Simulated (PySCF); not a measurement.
NMR data sheet: C₆H₈F₄

```
Formula                               : C6H8F4
SMILES                                : C/C=C(\CF)CC(F)(F)F
Point group of the computed structure : C1
Degrees of unsaturation               : 1
Carbon signals                        : 6
Proton signals                        : 4
```

Atom-mapped SMILES (the numbers label the heavy atoms): `[CH3:1]/[CH:2]=[C:3](\[CH2:4][F:5])[CH2:6][C:7]([F:8])([F:9])[F:10]`. Each H is labelled by its parent atom.

How the numbers were obtained: coordinates at the PBE0-D3(BJ)/def2-SVP level, shieldings: GIAO CAM-B3LYP/pcSseg-1, in PySCF 2.14.0 with density-fitted response routines (single conformer, relativity neglected, averaged over atoms made equivalent by symmetry, fast rotation or ring inversion, isolated molecule).

Shifts are taken against calculated references (same method and geometry level): TMS for 1H and 13C; CFCl3 for 19F.

```tsv
carbon	δC, type	δH (multiplicity)	HMBC from (2–3 bonds)	span of the C tensor (ppm)
C1	15.4, CH3	1.84 (d)	H(C2)	33
C2	143.8, CH	5.83 (m)	H(C4), H(C6), H(C1)	216
C3	137.9, C	–	H(C2), H(C4), H(C6), H(C1)	219
C4	80.1, CH2	5.17 (m)	H(C2), H(C6)	84
C6	39.2, CH2	2.65 (m)	H(C2), H(C4)	37
C7	133.7, C	–	H(C6)	8
```

Other nuclei:
```tsv
atoms	nucleus	environment	δ (ppm)	σ (ppm)
F8/F9/F10	19F	fluorine of a CF3 group	-70.1	259.2
F5	19F	fluorine on an sp3 carbon	-239.0	428.1
```

Carbon types of the structure: 2 × C, 1 × CH, 2 × CH2, 1 × CH3, which accounts for all hydrogens. δC 143.8: alkene CH; the olefinic region. δC 137.9: fully substituted alkene carbon; the olefinic region. δC 133.7: CF3 carbon; 3 electronegative neighbours deshield it. δC 80.1: allylic sp3 CH2 bonded to F; pulled downfield by the heteroatom. δH 2.65: hydrogen on an allylic sp3 CH2; allylic position.

Splittings by 19F in the carbon and heteronuclear signals aren't shown, as no couplings were computed. Shifts are as computed, not scaled to solution data. Of 1309 compounds with measured shifts, 239 miss one by over three times the rms of a fit or turn the order of signals round; such compounds aren't used in these exercises. Unscaled 19F shifts against computed CFCl3 carry errors that often reach 10 to 50 ppm. Multiplicities follow the n + 1 count of equivalent neighbours, as no J values were calculated; m marks all less simple cases, F and P coupling included.
